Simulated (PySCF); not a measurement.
silene (CH₄Si), SMILES C=[SiH2].

Coordinates come from a r2SCAN-D4/def2-TZVP optimisation.

Two levels are set side by side: TDDFT-PBE/def2-TZVPD (PySCF) and ADC(2)/aug-cc-pVDZ (PySCF). Vertical, same geometry; the bases differ. Differences are taken from unrounded values.

| quantity | ADC(2) |
|---|---|
| lowest singlet excitation (eV) | 5.27 |

### Question
What does TDDFT-PBE give, and how far is it from ADC(2)? (An estimate is asked for; the answer gives what the named calculation found.)

### Answer

| quantity | TDDFT-PBE | TDDFT-PBE minus ADC(2) |
|---|---|---|
| lowest singlet excitation (eV) | 4.98 | -0.29 |

Functionals without exact exchange tend to place singlet excitations lower, as here. Differences between two approximate levels are no errors against the true value.

Rough cost on one machine, each run with all the roots and properties that it gave: ADC(2) against TDDFT-PBE within a factor of 2.
